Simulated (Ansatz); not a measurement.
CH6OSSi can be A, `CO[SiH2]S`, or B, `CS[SiH2]O`.

Program: Ansatz. Geometries: PBE0-D4/def2-TZVP. ΔE: electronic, gas phase. CCSD(T)/CBS adds triple-zeta CCSD(T) − MP2 to the extrapolated MP2 energy (def2 sets, frozen cores). This one scheme is used for every species. Functionals use def2-TZVPP. One conformer a species, not always the lowest.

Task: Which is lower in electronic energy at CCSD(T)/CBS, and by how much? (Best estimate.)

Result: Computed: B, by 11.9 kcal/mol.

Task: Give E(B) − E(A) in kcal/mol with MP2/def2-TZVPP, r2SCAN-D4, CCSD(T)/def2-SVP, CCSD(T)/def2-TZVPP, CCSD/def2-TZVPP, PBE-D4, BLYP-D4. (An estimate is asked.)

Result: Computed: MP2/def2-TZVPP -12.5, r2SCAN-D4 -11.6, CCSD(T)/def2-SVP -7.1, CCSD(T)/def2-TZVPP -10.8, CCSD/def2-TZVPP -10.3, PBE-D4 -12.1, BLYP-D4 -10.9. None reverses the order clearly.

Task: Does the order hold for the free energy at 298.15 K (harmonic terms from PBE0-D4)? (Estimate.)

Result: The calculation gave: Yes: G(B) − G(A) = -10.5 kcal/mol, for one conformer each. Modes under 60 cm⁻¹, often nearly free rotors, make the harmonic entropy too high.

Largest T1 diagnostic: 0.011.

In def2-TZVPP, CCSD(T) changes the Hartree–Fock value by −2.6 kcal/mol (the triples alone add −0.5 kcal/mol) and MP2 by −4.2 kcal/mol. At CCSD(T), def2-SVP lies +4.8 kcal/mol from the extrapolated value and def2-TZVPP +1.1 kcal/mol.
